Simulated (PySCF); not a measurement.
**Basis and Hamiltonian dependence of the excitation energy of Ir**

Ir [Xe] 4f14 5d7 6s2 (4F) → Ir [Xe] 4f14 5d8 6s1, s spin flipped. Calculated with PySCF 2.14 from differences of total energies of unrestricted determinants, without spin-orbit coupling. Values in eV.

| basis | Hamiltonian | functions | UHF | PBE | PBE0 | MP2 (valence) |
| --- | --- | --- | --- | --- | --- | --- |
| def2-TZVPPD with the def2 core potential (60 electrons) | ECP | 59 | 0.974 | 0.553 | 0.562 | 0.627 |
| x2c-SVPall | spin-free X2C | 66 | 0.945 | n/a | n/a | 0.524 |
| ANO-RCC-VTZP | spin-free X2C | 84 | 1.010 | 0.625 | 0.623 | 0.708 |
| x2c-TZVPPall | spin-free X2C | 97 | 1.007 | 0.606 | 0.611 | 0.713 |
| aug-cc-pVTZ-PP with one added diffuse shell each of s, p, d, f, g type with ECP60MDF | ECP | 113 | 1.034 | 0.592 | 0.607 | 0.724 |
| ANO-RCC-VQZP | spin-free X2C | 120 | 1.012 | n/a | n/a | 0.654 |

Frozen in the all-electron rows: valence: [Xe] 4f14; with a core potential, the same shells as far as they lie outside it.

In the upper determinant the s electron has its spin opposite to the other open shell, which mixes two multiplicities.
